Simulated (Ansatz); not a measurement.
Strength of the Mg–C bond: C3H8Mg → C2H5Mg + CH3

Species: C3H8Mg `C[CH2][Mg][CH3]`, singlet; C2H5Mg `C[CH2][Mg]`, doublet; CH3 (methyl radical) `[CH3]`, doublet. 

Shapes, held fixed at every level: PBE0-D4/def2-TZVP. Programs: Ansatz 0.2.0. Electronic energies: no zero-point or thermal term.

(1) Estimate ΔE of this reaction.

## Answers

(1) The highest level, CCSD(T)/def2-TZVPP, gives ΔE = +266.5 kJ/mol; the levels span +151.9 to +275.8. The column of differences is taken from that level and isn't an error. Hartree–Fock misses the correlation of the pair that is broken and comes out low. No measured value is set beside it here. Open shells run unrestricted unless RO is named. Correlated rows may include outer-core shells of Mg, which these sets cover unevenly.

```
                level                   kind  ΔE (kJ/mol)  less CCSD(T)/def2-TZVPP
        HF/def2-TZVPP           Hartree–Fock       +151.9                   -114.6
    PBE-D4/def2-TZVPP                    GGA       +259.5                     -7.0
 r2SCAN-D4/def2-TZVPP               meta-GGA       +245.3                    -21.2
r2SCAN0-D4/def2-TZVPP          global hybrid       +241.7                    -24.8
         MP2/def2-SVP    perturbation theory       +265.4                     -1.1
       MP2/def2-TZVPP    perturbation theory       +275.8                     +9.3
     CCSD(T)/def2-SVP  coupled cluster or CI       +256.1                    -10.4
   CCSD(T)/def2-TZVPP  coupled cluster or CI       +266.5                      0.0
```
